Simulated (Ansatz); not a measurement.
This geometry of Cl$_{2}$GaH$_{4}$N (8 atoms, charge 0, multiplicity 1) is a first-order saddle point.

Level of theory: Ansatz 0.2.0, RKS r2SCAN/def2-SVP.

```xyz
8
Properties=species:S:1:pos:R:3
Ga 0.059 -0.410 -0.063
H -0.156 0.056 1.701
Cl 1.966 0.320 -0.724
Cl -1.744 0.079 -1.117
N 0.081 -2.109 0.860
H -0.700 -2.752 0.720
H 0.952 -2.642 0.882
H -0.088 -0.921 1.710
```

Task: Which two structures does it join? (They come from a converged band through this point; their orientation in space is the band's.)

Result: Bonds broken: Ga1–H2, N5–H8. Bonds formed: H2–H8. Cl2GaH4N becomes Cl2GaH2N + H2.

First end point:

```xyz
8
Properties=species:S:1:pos:R:3
Ga 0.005 0.000 0.257
H -0.170 0.939 1.479
Cl 1.944 -0.074 -0.759
Cl -1.680 -0.292 -1.108
N 0.057 -1.976 0.964
H -0.696 -2.488 0.497
H 0.949 -2.381 0.667
H -0.039 -2.107 1.973
```

Last end point:

```xyz
8
Properties=species:S:1:pos:R:3
Ga 0.107 -0.794 -0.292
H -0.207 0.587 2.081
Cl 1.915 0.309 -0.576
Cl -1.733 0.080 -0.936
N 0.137 -2.429 0.449
H -0.669 -3.044 0.405
H 1.005 -2.939 0.569
H -0.185 -0.148 2.272
```

Task: How far does it lie above each of them?

Result: 190.8 kJ/mol above the first and 72.2 kJ/mol above the second. This is the barrier of this one path; another mechanism may lie lower. The orbitals stay closed-shell, which can raise the energy where a bond breaks towards radicals; this wasn't checked here.

The run took 4 min on 4 threads of Arm Neoverse V2, with other jobs on the host, peak memory 0.18 GiB.
